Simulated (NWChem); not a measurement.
Spin states of H₃Si₂

```xyz
5

Si    -0.5405    -1.1099     0.0304
Si     0.3816     0.9758    -0.0330
H      0.8495    -1.7055    -0.2156
H      1.8043     1.3465     0.2636
H     -0.4286     2.2353    -0.0119
```
Charge 0, spin multiplicity 2.

Everything below was run with NWChem. All single points use one geometry, from UPBE0/def2-SVP, a minimum by its harmonic frequencies.

Basis set: def2-TZVP. The gap is E(quartet) − E(doublet) at the geometry of the doublet, so a negative value puts the higher spin lower. Open shells are unrestricted, coupled cluster uses restricted open-shell references. The quartet is the single determinant that the SCF runs reached; it need not be the lowest quartet, which in molecules with degenerate π orbitals can need several determinants.

The correlated methods keep 10 core orbitals frozen. B3LYP has NWChem's definition, with VWN1-RPA local correlation. The structure started from a generated list of species. The stability of the SCF solutions was not checked. Open-shell Hartree-Fock references start from PBE0 orbitals. Coupled-cluster values serve here as a point of comparison, not as the truth.

Question: Order these methods by the vertical doublet-quartet gap they give, lowest first: LC-wPBE (omega 0.3 per bohr), B3LYP, CCSD(T), B2PLYP.

Answer: LC-wPBE (omega 0.3 per bohr) (44.2 kcal/mol), CCSD(T) (49.3 kcal/mol), B2PLYP (51.3 kcal/mol), B3LYP (52.5 kcal/mol)
